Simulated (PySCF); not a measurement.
Record of a relaxation.

ClGeH3.
Atom-mapped SMILES: `[Cl:1][GeH3:2]` (hydrogens: H3, H4, H5 on Ge2)

Computed by this run: PySCF, PBE0-D3(BJ)/def2-SVP geometry optimisation, gas phase; density fitting, grid level 1; the optimiser is geomeTRIC in internal coordinates, started from a GFN2-xTB structure with every atom displaced at random (about 0.01 Å). The frame can shift and turn from step to step; on so coarse a grid that alone can change the energy by a few meV, and forces under 0.02 eV/Å are noise.

Step 0: E = -69068.2255 eV, largest atomic force 0.931 eV/Å
```
atom  x, y, z in Å  |  force x, y, z in eV/Å
Cl1     1.979   -0.084    0.112    0.925  -0.061   0.076
Ge2    -0.128    0.000   -0.013   -0.474  -0.116  -0.147
H3     -0.720   -0.544    1.253   -0.189  -0.255   0.621
H4     -0.524    1.429   -0.204   -0.164   0.742  -0.099
H5     -0.573   -0.835   -1.186   -0.100  -0.309  -0.450
```

Step 1: E = -69068.2784 eV, largest atomic force 0.300 eV/Å
```
atom  x, y, z in Å  |  force x, y, z in eV/Å
Cl1     2.323    0.080    0.107   -0.300   0.013  -0.016
Ge2     0.150    0.207   -0.047    0.133   0.062   0.029
H3     -0.435   -0.350    1.272    0.074   0.082  -0.191
H4     -0.208    1.703   -0.245    0.053  -0.260   0.034
H5     -0.271   -0.646   -1.264    0.040   0.104   0.145
```

Step 2: E = -69068.2855 eV, largest atomic force 0.124 eV/Å
```
atom  x, y, z in Å  |  force x, y, z in eV/Å
Cl1     2.312    0.078    0.110   -0.096   0.002  -0.004
Ge2     0.152    0.208   -0.047    0.123   0.000   0.011
H3     -0.432   -0.343    1.260   -0.012  -0.004   0.008
H4     -0.203    1.688   -0.243   -0.005   0.009  -0.003
H5     -0.269   -0.637   -1.255   -0.010  -0.007  -0.012
```

Step 3: E = -69068.2858 eV, largest atomic force 0.041 eV/Å
```
atom  x, y, z in Å  |  force x, y, z in eV/Å
Cl1     2.309    0.075    0.112   -0.022  -0.002   0.001
Ge2     0.154    0.209   -0.047    0.041  -0.004   0.002
H3     -0.434   -0.341    1.258   -0.009  -0.002   0.005
H4     -0.201    1.688   -0.244   -0.003   0.010  -0.003
H5     -0.268   -0.636   -1.256   -0.005  -0.002  -0.005
```

Step 4: E = -69068.2858 eV, largest atomic force under 0.02 eV/Å
```
atom  x, y, z in Å  |  force x, y, z in eV/Å
Cl1     2.308    0.071    0.116    0.007  -0.004   0.004
Ge2     0.155    0.209   -0.047   -0.007   0.000  -0.001
H3     -0.438   -0.340    1.257   -0.003   0.001  -0.001
H4     -0.198    1.689   -0.245    0.003   0.001  -0.001
H5     -0.268   -0.635   -1.256    0.000   0.001  -0.001
```

Task: Summarise the path.

Result: The energy falls by 0.0603 eV from step 0 to step 4; nine tenths of that is first reached at step 2. It falls at every step. The largest force goes from 0.931 to under 0.02 eV/Å. Among the bonds Cl1–Ge2 changes most, from 2.112 to 2.163 Å; the atoms move by 0.038 Å rms after alignment.

What follows is the cost of the whole optimisation. Hardware: Arm Neoverse V2, one thread (shared host). Cost: 5.1 s wall, 0.30 GiB resident at most.
